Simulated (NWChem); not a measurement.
Molecule: SrO; SMILES [O]=[Sr]

```xyz
2

Sr     0.0000     0.0000    -0.3237
O      0.0000     0.0000     1.6286
```
Atoms are numbered in this order, from 1.

Coordinates come from a PBE0/def2-SVP (def2 core potentials past Kr) optimisation.

Spin-orbit effects, on the heavy nuclei and on their neighbours, are missing.

**Question.** Give the principal values of the shielding tensors (ppm) of Sr1, O2 from PBE0/x2c-SVPall-s, scalar ZORA without spin-orbit coupling, GIAO (NWChem), with their diamagnetic and paramagnetic parts as GIAO splits them.

**Answer.** 
```
atom      σ11      σ22     σ33  isotropic  diamagnetic  paramagnetic
----  -------  -------  ------  ---------  -----------  ------------
Sr1    3131.5   3131.5  3497.1     3253.4       3477.1        -223.7
O2    -1106.0  -1106.0   416.3     -598.5        401.0        -999.5
```
